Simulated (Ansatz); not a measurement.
One change: `NCS` becomes `NC[SeH]`.

Ansatz, PBE0-D4/def2-TZVP geometries, multiplicity 1. Each molecule was computed in one conformer, which needn't be the lowest.

Scalar relativity is left out up to krypton.

| property | `NCS` |
| --- | --- |
| HOMO–LUMO gap (PBE/def2-TZVPP) / eV | 5.16 |
| ideal-gas entropy at 298 K and 1 bar (rigid rotor, harmonic PBE0-D4/def2-TZVP) / J/(mol·K) | 285 |
| zero-point energy (PBE0-D4/def2-TZVP) / kJ/mol | 168.1 |
| LUMO energy (PBE0/def2-TZVPP) / eV | 0.40 |
| HOMO energy (ωB97M-V/def2-TZVPP) / eV | -9.19 |
| LUMO energy (B3LYP/def2-TZVPP) / eV | 0.09 |

(1) Give the same properties after the change, and the shifts. (Estimate.)

## Answers

(1) The calculation gave: 
```tsv
property	`NC[SeH]`	shift
HOMO–LUMO gap (PBE/def2-TZVPP) / eV	4.63	-0.53
ideal-gas entropy at 298 K and 1 bar (rigid rotor, harmonic PBE0-D4/def2-TZVP) / J/(mol·K)	302	17
zero-point energy (PBE0-D4/def2-TZVP) / kJ/mol	163.9	-4.2
LUMO energy (PBE0/def2-TZVPP) / eV	0.10	-0.30
HOMO energy (ωB97M-V/def2-TZVPP) / eV	-8.80	0.39
LUMO energy (B3LYP/def2-TZVPP) / eV	-0.19	-0.28
```

With PBE0 the HOMO rises by 0.36 eV and the LUMO falls by 0.30 eV, so the gap narrows by about 0.66 eV. PBE moves the HOMO by 0.25 eV and ωB97M-V by 0.39 eV.

B3LYP here is the variant with VWN-RPA as its local correlation; programs differ in this.

Spin–orbit coupling is left out; it splits and shifts lone-pair levels of the heavy atoms by tenths of an eV.
